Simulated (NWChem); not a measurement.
A series in which one site is exchanged, each optimised at PBE0/def2-SVP with NWChem, gas phase unless a solvent is named. Some are not confirmed as minima by frequencies. def2 effective core potentials on Te, I; no spin-orbit coupling.

A: [Br][Mg][I] (MgIBr; site = Mg)
B: [Br][Zn][I] (ZnIBr; site = Zn)
C: [Se](I)Br (SeIBr; site = Se)
D: Br[Te]I (TeIBr; site = Te)

**Question.** Rank them by orbital gap (eV), PBE0/def2-SVP, lowest first.

**Answer.** D (3.21), C (3.46), A (5.91), B (6.15)
